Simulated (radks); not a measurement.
The numbers below are computed, except where a source is named.
Excited configurations of the indium ion In+: one electron is placed in a higher orbital outside [Kr] 4d10 5s1. The ground configuration is [Kr] 4d10 5s2. Level of theory: scalar-relativistic Kohn-Sham, BLYP, spin-polarised, spherical densities, point nucleus; open shells are filled with parallel spins first (spin-orbit coupling, left out, can overturn this in heavy ions) (a radial shooting solver on a logarithmic mesh with Libxc functionals). Excitation = E - E(ground); binding = E(ion) - E, where the ion is the core of charge +2; n* = 2/sqrt(2 binding) in atomic units, and the quantum defect is n - n*.

| outer orbital | excitation (eV) | binding (eV) | n* | quantum defect | eigenvalue (eV) | <r> (bohr) |
|---|---|---|---|---|---|---|
| 4f | 15.596 | 3.520 | 3.932 | 0.068 | -2.433 | 8.397 |
| 5p | 5.992 | 13.124 | 2.036 | 2.964 | -9.670 | 3.065 |
| 5d | 12.842 | 6.274 | 2.945 | 2.055 | -4.358 | 5.150 |
| 5f | 16.640 | 2.476 | 4.688 | 0.312 | -1.821 | 13.96 |
| 6s | 11.820 | 7.296 | 2.731 | 3.269 | -5.723 | 5.784 |
| 6p | 13.404 | 5.712 | 3.087 | 2.913 | -4.461 | 6.989 |
| 6d | 15.377 | 3.739 | 3.815 | 2.185 | -2.822 | 9.962 |
| 7s | 14.989 | 4.127 | 3.631 | 3.369 | -3.249 | 10.32 |
| 7p | 15.707 | 3.410 | 3.995 | 3.005 | -2.667 | 12.04 |
| 7d | 16.642 | 2.474 | 4.690 | 2.310 | -1.930 | 15.97 |
| 7f | 17.725 | 1.391 | 6.254 | 0.746 | -1.097 | 29.39 |

The Delta-SCF ionisation energy is 19.116 eV (NIST Atomic Spectra Database: 18.870 eV, measured). Self-interaction in the functional shifts the binding energies and quantum defects, so they are the method's values and not measured ones.
